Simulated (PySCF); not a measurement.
Job file and geometry (Å, from GFN2-xTB) of an NMR shielding run on SMILES Cc1cc(S(=O)(=O)Cl)sc1C, C6H7ClO2S2, GIAO PBE0/pcSseg-1 NMR shielding, non-relativistic, gas phase (PySCF 2.14.0, density-fitted response routines); density fitting, a coarse starting grid and PySCF grid level 2 are the driver's defaults:

```
$ OMP_NUM_THREADS=1 python probes_run.py task.json out

{"job": {"kind": "nmr", "xc": "PBE0", "basis": "pcSseg-1"}, "charge": 0, "multiplicity": 1}
C     -1.951736    -1.147099    -0.903429
C     -0.695779    -0.399399    -0.598053
C      0.604208    -0.917076    -0.788011
C      1.565961    -0.020021    -0.440981
S      3.292486    -0.246276    -0.460637
O      3.956162     1.011455    -0.550666
O      3.645354    -1.305308    -1.346701
Cl     3.620701    -0.942647     1.429103
S      0.941002     1.460437     0.143038
C     -0.674752     0.878439    -0.094878
C     -1.851737     1.724417     0.232613
H     -1.719025    -2.127902    -1.305846
H     -2.550169    -1.270814    -0.002264
H     -2.552496    -0.602349    -1.630095
H      0.832039    -1.895007    -1.170082
H     -1.533299     2.704582     0.573614
H     -2.488746     1.844186    -0.643257
H     -2.448932     1.256698     1.015356
```

Q: What does the program print?

A: 
```
coarse grid: 17904 points
cycle   1  E = -1638.5012659583  dE =  2.753e+00  |g| = 1.184e+00  |ddm| = 4.707e+00
cycle   2  E = -1637.6989358288  dE =  8.023e-01  |g| = 2.390e+00  |ddm| = 3.695e+00
cycle   3  E = -1638.7533121340  dE = -1.054e+00  |g| = 2.286e-01  |ddm| = 2.902e+00
cycle   4  E = -1638.7632736703  dE = -9.962e-03  |g| = 1.189e-01  |ddm| = 3.818e-01
cycle   5  E = -1638.7662117304  dE = -2.938e-03  |g| = 4.566e-02  |ddm| = 1.459e-01
cycle   6  E = -1638.7667270795  dE = -5.153e-04  |g| = 9.395e-03  |ddm| = 5.818e-02
cycle   7  E = -1638.7667481507  dE = -2.107e-05  |g| = 2.670e-03  |ddm| = 1.428e-02
cycle   8  E = -1638.7667497073  dE = -1.557e-06  |g| = 7.278e-04  |ddm| = 3.654e-03
final grid: 162512 points
cycle   9  E = -1638.8562434582  dE = -3.359e-05  |g| = 1.263e-02  |ddm| = 3.829e-02
cycle  10  E = -1638.8561867349  dE =  5.672e-05  |g| = 1.983e-02  |ddm| = 3.437e-02
cycle  11  E = -1638.8562771492  dE = -9.041e-05  |g| = 2.566e-03  |ddm| = 2.490e-02
cycle  12  E = -1638.8562785260  dE = -1.377e-06  |g| = 5.163e-04  |ddm| = 2.853e-03
cycle  13  E = -1638.8562785696  dE = -4.361e-08  |g| = 2.725e-04  |ddm| = 7.299e-04
cycle  14  E = -1638.8562785836  dE = -1.394e-08  |g| = 5.271e-05  |ddm| = 2.934e-04
cycle  15  E = -1638.8562785841  dE = -5.475e-10  |g| = 2.032e-05  |ddm| = 8.464e-05
converged SCF energy = -1638.8562785841

GIAO shielding tensors (ppm)
atom      isotropic    diamagn.    paramagn.     s11        s22        s33       span
  0 C      171.026     245.580     -74.554    158.727    166.487    187.865     29.138
  1 C       47.125     262.912    -215.787    -27.122     28.058    140.438    167.559
  2 C       48.171     252.200    -204.030    -16.727     26.076    135.162    151.889
  3 C       36.535     279.277    -242.742    -13.562     29.943     93.226    106.788
  4 S      193.770    1046.799    -853.029     13.129    147.679    420.501    407.373
  5 O       31.738     396.275    -364.537    -40.672     37.559     98.326    138.998
  6 O       38.154     397.098    -358.945    -39.692     38.779    115.374    155.065
  7 Cl     285.041    1145.958    -860.918    -63.109    -43.224    961.455   1024.564
  8 S      251.143    1060.981    -809.838     97.051    297.899    358.478    261.427
  9 C       30.075     269.818    -239.742    -52.336     21.179    121.382    173.718
 10 C      170.554     245.115     -74.560    155.023    169.851    186.789     31.767
 11 H       29.243      29.464      -0.221     23.363     28.855     35.511     12.149
 12 H       29.466      29.498      -0.032     24.833     27.823     35.742     10.908
 13 H       29.462      28.775       0.687     24.742     27.929     35.715     10.972
 14 H       24.263      35.178     -10.915     20.593     24.016     28.180      7.588
 15 H       29.252      29.046       0.206     23.074     29.358     35.326     12.252
 16 H       29.240      28.641       0.599     24.644     27.321     35.756     11.112
 17 H       29.247      29.184       0.063     24.816     27.024     35.901     11.085
```

Q: Turn these shieldings into chemical shifts. Chemical shifts δ = σref − σ; ¹³C (σref 186.93), ¹H (σref 31.72) against TMS; ³³S (σref 503.73) against CS2; ¹⁷O (σref 336.08) against H2O; ³⁵Cl (σref 949.78) against HCl, all at this level.

A: Averaging equivalent atoms: C 9: 156.8; C 3: 150.4; C 1: 139.8; C 2: 138.8; C 10: 16.4; C 0: 15.9; S 4: 310; S 8: 253; O 5/6: 301.1; Cl 7: 665; H 14: 7.45; H 15/16/17: 2.47; H 11/12/13: 2.33 ppm. Unscaled 17O shifts of doubly bonded oxygen tend to come out too high, by tens of ppm or more. Experimental scales use liquid or dissolved standards, which lie at an offset from isolated H2O (liquid H2O: subtract about 36 ppm).

Size and cost of the density-fitted run: 243 basis functions, roughly 2.9 core-minutes.
